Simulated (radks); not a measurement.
All-electron atom: Cl XVI in [He] (the NIST ground configuration). All-electron calculation, scalar-relativistic Kohn-Sham, PBE, spin-unpolarised, spherical densities, point nucleus. Program: a radial shooting solver on a logarithmic mesh with Libxc functionals.

Radial electron density D(r) = 4 pi r^2 rho(r):

| r (bohr) | D(r) (e/bohr) |
|---|---|
| 0.007604 | 1.750 |
| 0.00837 | 2.063 |
| 0.009213 | 2.425 |
| 0.01006 | 2.806 |
| 0.01107 | 3.280 |
| 0.01219 | 3.821 |
| 0.01342 | 4.434 |
| 0.01465 | 5.063 |
| 0.01613 | 5.826 |
| 0.01775 | 6.671 |
| 0.01954 | 7.596 |
| 0.02151 | 8.597 |
| 0.02349 | 9.574 |
| 0.02586 | 10.69 |
| 0.02846 | 11.84 |
| 0.03133 | 13.01 |
| 0.03449 | 14.14 |
| 0.03766 | 15.13 |
| 0.04146 | 16.11 |
| 0.04563 | 16.94 |
| 0.05023 | 17.56 |
| 0.05529 | 17.92 |
| 0.06038 | 17.99 |
| 0.06646 | 17.76 |
| 0.07316 | 17.18 |
| 0.08053 | 16.25 |
| 0.08864 | 15.00 |
| 0.0968 | 13.62 |
| 0.1066 | 11.92 |
| 0.1173 | 10.10 |
| 0.1291 | 8.264 |
| 0.1421 | 6.505 |
| 0.1552 | 5.033 |
| 0.1708 | 3.639 |
| 0.188 | 2.500 |
| 0.207 | 1.624 |
| 0.2278 | 0.9917 |
| 0.2488 | 0.5945 |
| 0.2739 | 0.3167 |
| 0.3015 | 0.1554 |
| 0.3318 | 0.06970 |
| 0.3624 | 0.03064 |
| 0.3989 | 0.01126 |
| 0.4391 | 0.003676 |
| 0.4833 | 0.001052 |
| 0.532 | 0.0002609 |

D(r) has 1 maximum, at r = 0.0594 bohr.
